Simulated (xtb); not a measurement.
xtb input (GFN2-xTB):

```bash
xtb mol.xyz --gfn 2 --sp --chrg -1 --uhf 0
```
mol.xyz:
```
8

C     -0.00786141     1.45680010    -0.19057498
N     -1.17896401     0.69703918    -0.17674497
C     -1.10016510    -0.60733671    -0.00088529
N      0.00722093    -1.33811193     0.17504849
C      1.10654522    -0.57496392     0.15555094
N      1.17125501     0.73151727    -0.01013525
H     -2.03973091    -1.17006768     0.00410407
H      2.05203518    -1.11004082     0.29417407
```

End of the output:

```
         :::::::::::::::::::::::::::::::::::::::::::::::::::::
         ::                     SUMMARY                     ::
         :::::::::::::::::::::::::::::::::::::::::::::::::::::
         :: total energy             -16.327762509745 Eh    ::
         :: gradient norm              0.038786604081 Eh/a0 ::
         :: HOMO-LUMO gap              1.674209954900 eV    ::
         ::.................................................::
         :: SCC energy               -16.505129755576 Eh    ::
         :: -> isotropic ES            0.147605420852 Eh    ::
         :: -> anisotropic ES          0.000966293744 Eh    ::
         :: -> anisotropic XC          0.019451548135 Eh    ::
         :: -> dispersion             -0.006345540064 Eh    ::
         :: repulsion energy           0.177367245831 Eh    ::
         :: add. restraining           0.000000000000 Eh    ::
         :: total charge              -1.000000000000 e     ::
         :::::::::::::::::::::::::::::::::::::::::::::::::::::

           -------------------------------------------------
          |                Property Printout                |
           -------------------------------------------------

    * Orbital Energies and Occupations

         #    Occupation            Energy/Eh            Energy/eV
      -------------------------------------------------------------
         1        2.0000           -0.4647054             -12.6453
       ...           ...                  ...                  ...
         3        2.0000           -0.4166324             -11.3371
         4        2.0000           -0.3824233             -10.4063
         5        2.0000           -0.3810168             -10.3680
         6        2.0000           -0.3292580              -8.9596
         7        2.0000           -0.3166062              -8.6153
         8        2.0000           -0.3127793              -8.5112
         9        2.0000           -0.2810139              -7.6468
        10        2.0000           -0.2457700              -6.6877
        11        2.0000           -0.2350871              -6.3970
        12        2.0000           -0.2213633              -6.0236
        13        2.0000           -0.1835577              -4.9949
        14        2.0000           -0.1426821              -3.8826
        15        2.0000           -0.1135605              -3.0901 (HOMO)
        16                         -0.0520344              -1.4159 (LUMO)
        17                         -0.0443485              -1.2068
        18                          0.0729037               1.9838
        19                          0.3010682               8.1925
        20                          0.3082705               8.3885
        21                          0.3928180              10.6891
        22                          0.4388348              11.9413
        23                          0.5070432              13.7973
        24                          0.5554179              15.1137
        25                          0.6144846              16.7210
        26                          0.7792625              21.2048
      -------------------------------------------------------------
                  HL-Gap            0.0615261 Eh            1.6742 eV
             Fermi-level           -0.0827974 Eh           -2.2530 eV

     #   Z          covCN         q      C6AA      α(0)
     1   6 C        1.886    -0.134    34.889     9.540
     2   7 N        1.827    -0.348    29.891     8.101
     3   6 C        2.905     0.173    24.290     8.081
     4   7 N        1.826    -0.380    30.788     8.222
     5   6 C        2.905     0.173    24.290     8.081
     6   7 N        1.827    -0.348    29.891     8.101
     7   1 H        0.924    -0.068     4.551     3.336
     8   1 H        0.924    -0.068     4.551     3.336

 Mol. C6AA /au·bohr⁶  :       1330.109532
 Mol. C8AA /au·bohr⁸  :      31268.688421
 Mol. α(0) /au        :         56.799946

Wiberg/Mayer (AO) data.
largest (>0.10) Wiberg bond orders for each atom

 ---------------------------------------------------------------------------
     #   Z sym  total        # sym  WBO       # sym  WBO       # sym  WBO
 ---------------------------------------------------------------------------
     1   6 C    2.759 --     6 N    1.280     2 N    1.280     4 N    0.112
     2   7 N    3.020 --     3 C    1.535     1 C    1.280
     3   6 C    3.972 --     2 N    1.535     4 N    1.366     7 H    0.948
     4   7 N    2.996 --     5 C    1.366     3 C    1.366     1 C    0.112
     5   6 C    3.972 --     6 N    1.535     4 N    1.366     8 H    0.948
     6   7 N    3.020 --     5 C    1.535     1 C    1.280
     7   1 H    0.995 --     3 C    0.948
     8   1 H    0.995 --     5 C    0.948
 ---------------------------------------------------------------------------

Topologies differ in total number of bonds
Writing topology from bond orders to xtbtopo.mol

molecular dipole:
                 x           y           z       tot (Debye)
 q only:        0.002      -0.440       0.058
   full:        0.007      -1.253       0.164       3.212
molecular quadrupole (traceless):
                xx          xy          yy          xz          yz          zz
 q only:       -1.444      -0.047      -2.884      -0.425       0.958       4.328
  q+dip:        0.328      -0.021      -6.821      -0.465       1.769       6.493
   full:       -0.579      -0.050      -8.365      -0.712       2.300       8.944

           -------------------------------------------------
          | TOTAL ENERGY              -16.327762509745 Eh   |
          | GRADIENT NORM               0.038786604081 Eh/α |
          | HOMO-LUMO GAP               1.674209954900 eV   |
           -------------------------------------------------

------------------------------------------------------------------------
------------------------------------------------------------------------
 total:
 SCF:
Note: The following floating-point exceptions are signalling: IEEE_UNDERFLOW_FLAG IEEE_DENORMAL
normal termination of xtb
```

It need not be the lowest isomer of its formula. Whether it binds its extra electron was not tested at this geometry.
